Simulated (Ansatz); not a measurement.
Species: C6H7, charge -1, multiplicity 1. It need not be the lowest isomer of its formula. Whether it binds its extra electron was not tested at this geometry. 
Coordinates optimised at B3LYP-D3(BJ)/def2-TZVP (Ansatz, an electronic-structure program):
```xyz
13

C      2.1268     0.1789     0.1749
C      0.6486    -0.0095     0.0483
C     -0.0499    -1.1576    -0.0946
C     -1.5350    -0.9911    -0.1939
C     -1.6689     0.3631    -0.0977
C     -0.3517     1.1149     0.0609
H      2.4116     0.6673     1.1180
H      2.6432    -0.7855     0.1382
H      2.5437     0.8043    -0.6278
H      0.4462    -2.1303    -0.1335
H     -2.6066     0.9203    -0.1249
H     -0.2947     1.6973     0.9955
H     -0.1625     1.8345    -0.7528
```
Charge -1, spin multiplicity 1.

Basis-set convergence of Hartree-Fock and MP2 correlation energies (hartree) with Ansatz. Cores are frozen in the correlated levels unless marked. No spin-orbit coupling. Non-relativistic. This anion needs diffuse functions, which these sets lack.

The Hartree-Fock reference is unstable (checked in the largest basis), which strains HF and MP2. 

| basis | functions | E(HF) | E(corr, MP2) |
|---|---|---|---|
| cc-pVDZ | 119 | -231.17164 | -0.81306 |
| cc-pVTZ | 278 | -231.23528 | -0.99109 |
| cc-pVQZ | 540 | [?] | [?] |

Task: Some entries are withheld; supply them.

Result: 
- cc-pVQZ, E(HF): -231.25301
- cc-pVQZ, E(corr, MP2): -1.05370
